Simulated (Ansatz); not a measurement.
# Relative stability

The two ends of one reaction step of SnH₅ClO₂, singlet (PBE0-D4/def2-TZVP).

A:

```
9
angstrom
Sn -0.2922 0.1173 -1.4867
Cl 1.5755 -1.0545 -0.6391
H -0.1719 -0.1756 -3.1630
H -1.6666 -0.6002 -0.8076
H -0.0502 1.7581 -1.1311
H 0.6657 -1.0507 1.4877
O 0.0779 -0.6897 2.1748
O -0.3443 0.5205 1.5585
H 0.2060 1.1751 2.0065
```

B:

```json
{"atom": "Sn1", "x (Å)": "-0.8404", "y (Å)": "0.2727", "z (Å)": "-1.0188"}
{"atom": "Cl2", "x (Å)": "2.8498", "y (Å)": "-1.0627", "z (Å)": "0.0143"}
{"atom": "H3", "x (Å)": "-0.6227", "y (Å)": "-1.0293", "z (Å)": "-2.0860"}
{"atom": "H4", "x (Å)": "-2.4600", "y (Å)": "0.5713", "z (Å)": "-0.5991"}
{"atom": "H5", "x (Å)": "0.0364", "y (Å)": "1.6717", "z (Å)": "-1.4029"}
{"atom": "H6", "x (Å)": "1.6245", "y (Å)": "-0.8090", "z (Å)": "0.4366"}
{"atom": "O7", "x (Å)": "-0.0082", "y (Å)": "-0.4549", "z (Å)": "0.6788"}
{"atom": "O8", "x (Å)": "-0.0921", "y (Å)": "0.6405", "z (Å)": "1.6074"}
{"atom": "H9", "x (Å)": "-0.4874", "y (Å)": "0.2000", "z (Å)": "2.3697"}
```

Program: Ansatz 0.2.0. Basis: def2-TZVPP. Cores are frozen in the correlated methods. Filled d shells of the heavier atoms are correlated. Core potentials replace the inner electrons of the atoms past krypton. The def2 sets are not built for correlating such inner shells, so the correlated values are less sure here. B3LYP uses VWN-RPA correlation.

Which structure is lower at CCSD(T), and by how much? (An estimate is asked for; the value comes from the calculation.)

Computed: A, by 0.696 eV (electronic energy, against the other). By their contacts, A is a complex of SnH₃Cl ([Cl][SnH3]) + H₂O₂ ([OH][OH]) and B is a complex of SnH₄O₂ ([OH][O][SnH3]) + HCl.

All methods give the same order:

```
      method  E(B) − E(A) (eV)
       SPW92             0.627
      PBE-D4             0.653
     BLYP-D4             0.598
   r2SCAN-D4             0.687
      B97M-V             0.731
     PBE0-D4             0.766
    B3LYP-D4             0.695
  r2SCAN0-D4             0.782
    BHLYP-D4             0.812
CAM-B3LYP-D4             0.693
     wB97X-V             0.746
     wB97M-V             0.778
      B2PLYP             0.674
    PBE-QIDH             0.771
  RPA on PBE             0.657
          HF             0.922
         MP2             0.685
        CCSD             0.736
     CCSD(T)             0.696
```

No T1 diagnostic of these runs exceeds 0.014.

Labels in which every atom is bracketed show which atoms are joined, not bond orders.

For scale, one of the runs: CCSD(T)/def2-TZVPP, 224 basis functions, launched by `ansatz run in.yaml --threads 4 --pin off --events-out ev --progress --plain --max-ram 9574MiB`. The run took 2.8 min on 4 CPU threads of an Arm Neoverse V2 (shared host), with 4 GiB of host memory at its peak.
